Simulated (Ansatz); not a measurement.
Cost and result for the atomization energy of C$_{2}$H$_{6}$AlB (`[AlH2][B]1CC1`) (10 atoms, 10 bonds).

```csv
atom,x (Å),y (Å),z (Å)
Al1,-0.419,-0.500,-2.123
B2,-0.028,-0.034,-0.144
C3,0.915,-0.027,1.086
C4,-0.461,0.569,1.217
H5,-0.082,0.538,-3.281
H6,-1.062,-1.903,-2.512
H7,1.124,-0.971,1.582
H8,1.773,0.641,1.074
H9,-0.555,1.648,1.296
H10,-1.204,0.037,1.804
```

The species carries charge 0 and has multiplicity 1. All single points use the PBE0-D4/def2-TZVP geometry. Program: Ansatz. All runs use 2 threads of an Arm Neoverse V1 on a shared host. Times are those of one run each, without the atoms' runs, and a repeat can differ threefold. Electronic energies, without spin–orbit coupling; frozen cores. CCSD(T)/CBS adds CCSD(T) − MP2 in def2-TZVPP to the MP2 limit, and its time is that of the two runs behind it. T1 = 0.011.

CCSD(T)/CBS is a level of theory with its own doubt, some kJ/mol a heavy atom from the limit and from the frozen cores, so smaller differences don't rank the functionals.

```
                             level  functions  wall time
            LDA (SPW92)/def2-TZVPP        219      1.5 s
              revPBE-D4/def2-TZVPP        219      2.7 s
                  CCSD(T)/def2-SVP         90        3 s
                PBE0-D4/def2-TZVPP        219      3.6 s
               BHLYP-D4/def2-TZVPP        219      3.6 s
r2SCAN-D4/def2-TZVPP (with forces)        219      6.5 s
             r2SCANh-D4/def2-TZVPP        219      6.5 s
                 B2PLYP/def2-TZVPP        219      6.5 s
                ωB97X-V/def2-TZVPP        219       11 s
  ωB97M-V/def2-TZVPP (with forces)        219       15 s
                    MP2/def2-QZVPP        421       26 s
                CCSD(T)/def2-TZVPP        219       73 s
                 CCSD(T)/CBS(def2)          –       99 s
```

(1) What atomization energy does each give, and how far from CCSD(T)/CBS? (Estimate.)

Answers

(1) Ansatz gave: 
```
                             level  atomization (kJ/mol)  difference from CCSD(T)/CBS  per bond
            LDA (SPW92)/def2-TZVPP                3926.9                        471.2      47.1
              revPBE-D4/def2-TZVPP                3455.9                          0.2       0.0
                  CCSD(T)/def2-SVP                3321.1                       -134.6     -13.5
                PBE0-D4/def2-TZVPP                3497.4                         41.7       4.2
               BHLYP-D4/def2-TZVPP                3407.7                        -48.0      -4.8
r2SCAN-D4/def2-TZVPP (with forces)                3502.1                         46.4       4.6
             r2SCANh-D4/def2-TZVPP                3487.6                         31.9       3.2
                 B2PLYP/def2-TZVPP                3435.8                        -19.9      -2.0
                ωB97X-V/def2-TZVPP                3488.4                         32.7       3.3
  ωB97M-V/def2-TZVPP (with forces)                3485.3                         29.6       3.0
                    MP2/def2-QZVPP                3463.6                          7.9       0.8
                CCSD(T)/def2-TZVPP                3379.0                        -76.7      -7.7
                 CCSD(T)/CBS(def2)                3455.7                          0.0       0.0
```

From r2SCAN to r2SCAN0 (25 % exact exchange), in def2-TZVPP and without D4, the atomization energy moves by −35.3 kJ/mol: exact exchange takes away binding that semilocal exchange gives to molecules. Leaving LDA and LC-ωPBE aside and taking each functional with its dispersion term where it has one, the values, not all of them listed here, spread over 123.0 kJ/mol, from BHLYP-D4 to PBE-D4. LDA lies +411.9 kJ/mol from PBE without D4, its usual overbinding. In def2-TZVPP, CCSD(T) changes the Hartree–Fock value by +740.9 kJ/mol (the triples alone add +41.3 kJ/mol) and MP2 by +780.3 kJ/mol; breaking electron pairs costs correlation energy, which Hartree–Fock lacks.
